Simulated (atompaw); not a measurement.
**Pseudopotential generation for Pr (Z = 59): PAW (atompaw), PBE, scalar-relativistic.**

atompaw 4.2.0.5 input, output lines left out:

```
Pr 59
GGA-PBE scalarrelativistic loggrid 2001 logderivrange -6 5 276
6 6 5 4 0 0
6 0 1
6 1 0
5 2 1
4 3 2
0 0 0
c
c
c
c
v
v
c
c
c
v
v
c
c
v
c
2
3.16 2.94 3.16 2.26
n
n
y
0.65
n
custom polynom vanderbiltortho besselshape
3 0.5 ultrasoft
2.48
3.16
2.32
3.16
3.16
3.16
```

Results:

| Property | Result |
| --- | --- |
| Cutoffs needed | 15 Ry and 25 Ry (the cutoffs (Ry, on a coarse ladder) from which the occupation-weighted sum of valence levels, in a spherical-Bessel basis at the reference potential, stays within 10 and 1 mRy of its value at 400 Ry) |
| Ghost test | no extra level below or beside the all-electron valence levels (s, p, d, f tested) (spherical-Bessel basis up to 400 Ry, 20 bohr box) |
| Lowest eigenvalue of the overlap operator | 0.55 (s channel) |
| Overlap eigenvalues printed by atompaw (projector basis) | 0.429, 0.638, 1.09, 19.5, 52.4, 236 |
| Share of each valence orbital outside the PAW sphere | 5s 0 %, 6s 72 %, 5p 2 %, 6p 89 %, 5d 28 % |

Generation and tests took about 10 s on one core of a shared server CPU.
